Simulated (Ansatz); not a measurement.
Z-matrix (Å, degrees):
```
C
S 1 1.817
H 1 1.089 2 106.2
H 1 1.089 2 110.7 3 118.6
H 1 1.089 2 110.7 3 -118.6
Si 2 2.099 1 100.1 3 179.9
Cl 6 2.048 2 111.8 1 59.6
Cl 6 2.048 2 111.8 1 -59.7
H 6 1.473 2 108.1 1 180.0
```

Total charge 0; spin multiplicity 1.

(1) List the r2SCAN/def2-TZVPP orbital energies in eV (the Gaussian-basis code of Ansatz). (Best estimate.)

Answers

(1) Ansatz gave: Occupied: -2753.62, -2753.62, -2409.42, -1793.33, -274.28, -255.02, -255.02, -213.85, -193.55, -193.55, -193.42, -193.42, -193.41, -193.41, -157.94, -157.84, -157.72, -143.55, -98.45, -98.42, -98.36, -22.21, -21.47, -20.69, -17.06, -13.61, -11.61, -11.39, -10.85, -10.65, -9.85, -9.25, -8.59, -8.54, -8.27, -7.92, -6.54. Lowest empty: -1.10, -0.11, 0.11, 0.55, 1.03, 1.78, 2.90, 3.02.
